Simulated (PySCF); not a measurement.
## Functional dependence of a UV spectrum

Compound: C2H5BrOSi.
Numbering: `[CH2:1]=[CH:2][O:3][SiH2:4][Br:5]` (hydrogens: H6, H7 on C1; H8 on C2; H9, H10 on Si4)

Cartesian coordinates in Å at the PBE0-D3(BJ)/def2-SVP level; atoms count from 1:
```xyz
10
C2H5BrOSi angstrom
C     -1.0880    0.6429    0.4945
C     -0.4857    0.4603   -0.6813
O      0.8101    0.1231   -0.8836
Si     1.9301   -0.4357    0.2149
Br     2.5629    1.1582    1.6271
H     -0.5626    0.5578    1.4493
H     -2.1454    0.9093    0.5154
H     -1.0193    0.5799   -1.6300
H      1.3473   -1.5428    1.0179
H      3.1052   -0.8351   -0.5910
```

Linear-response calculations in the def2-SVPD basis (PySCF; singlets by full response, triplets Tamm–Dancoff, core orbitals frozen in the response; HF means time-dependent Hartree–Fock). 'Strongest' is the level of largest summed f among the singlets computed (10 roots, of which the last may lack a degenerate partner); it can jump between rows when another state enters that window. S1 is the lowest singlet of each run and needn't be the same state throughout; f(S1) is that of one state. The structure is a single PBE0-D3(BJ)/def2-SVP conformer in the gas phase; no vibrational or solvent corrections. The LDA/def2-SVPD calculation is non-relativistic and has no spin–orbit coupling, an omission that weighs most on bromine.

```csv
functional,kind,S1 (eV),f(S1),strongest (eV),T1 (eV),HOMO (eV),gap (eV),"ionisation energy, ΔSCF (eV)"
LDA,LDA,5.14,0.029,6.62,4.49,-6.31,4.90,9.61
PBE,GGA,5.16,0.028,6.62,4.32,-6.11,4.95,9.35
B3LYP,"global hybrid, 20% exact exchange",5.83,0.037,7.04,4.34,-7.06,6.56,9.43
BHandHLYP,"global hybrid, 50% exact exchange",6.74,0.079,7.46,4.23,-8.33,8.90,9.34
CAM-B3LYP,range-separated hybrid,6.57,0.083,6.57,4.30,-8.64,9.30,9.52
wB97X-D,range-separated hybrid,6.66,0.104,6.66,4.44,-9.16,10.59,9.47
LC-wPBE,range-separated hybrid,7.01,0.191,7.01,4.17,-10.01,11.76,9.56
HF,Hartree–Fock,7.35,0.245,7.35,3.79,-9.89,12.10,not settled
```

Question: What does PBE0 (global hybrid, 25% exact exchange) give?

Answer: S1 (eV) 6.06, f(S1) 0.045, strongest (eV) 7.17, T1 (eV) 4.28, HOMO (eV) -7.29, gap (eV) 7.02, ionisation energy, ΔSCF (eV) 9.42. S1 runs from 5.14 eV (LDA) to 7.35 eV (HF), a spread of 2.21 eV, while the orbital gap spreads over 7.2 eV. Along PBE (0%), B3LYP (20%), PBE0 (25%), BHandHLYP (50%), HF (100%) S1 rises with the share of exact exchange. −ε(HOMO) comes closest to its own ΔSCF ionisation energy with wB97X-D (-0.32 eV) and misses most with LDA (-3.31 eV). 'Not settled' means that the ion's SCF failed to converge or may have ended in another state than the lowest.
